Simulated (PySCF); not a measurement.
These are PBE-D3(BJ)/def2-TZVP // B3LYP-D3(BJ)/def2-TZVP (PySCF 2.14.0) values and carry that method's errors. Gas-phase values, no solvent. Excitations are Tamm–Dancoff values on a coarser integration grid. The basis has no diffuse functions, so Rydberg states are missing or too high.

Reference species (SMILES): `BrB(Br)Br` (neutral, multiplicity 1).

- brightest of the four lowest singlets (TDA) = 5.54 eV
- T1 excitation (TDA) = 3.98 eV

Changed species: `FB(Br)F` (1 of 3 F replaced by Br; the reference has 3 of 3 F replaced by Br).

Predict the effect on the brightest of the four lowest singlets (TDA) and T1 excitation (TDA).

the brightest of the four lowest singlets (TDA) increases by 1.76 eV, to 7.30 eV; the T1 excitation (TDA) rises by 2.13 eV, to 6.11 eV.
